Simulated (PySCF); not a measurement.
The multiplicity is imposed and other spin states were not computed.

B3LYP has the VWN-RPA correlation part, as in Gaussian. 

Cartesian coordinates (Å):
```xyz
11

Zn     0.0772    -0.0627     0.1819
Cl    -0.5635     1.8623     0.7142
N      0.5849    -1.6906    -0.4071
C     -0.1897    -2.8766    -0.1319
C      1.9570    -1.9778    -0.7498
H     -0.1971    -3.5599    -1.0080
H      0.1978    -3.4701     0.7271
H     -1.2413    -2.6286     0.0888
H      2.5170    -2.4984     0.0599
H      2.0156    -2.6341    -1.6444
H      2.5126    -1.0566    -0.9924
```
Charge 0, multiplicity 1.

Q: What dipole moment, LUMO and charge on the central atom (meta-Löwdin) does B3LYP-D3(BJ)/def2-TZVP // r2SCAN-D4/def2-SVP run with PySCF 2.14.0 give?

A: 
The dipole moment is 2.08 D. The LUMO is -1.17 eV and the charge on the central atom (meta-Löwdin) is 1.17 e.
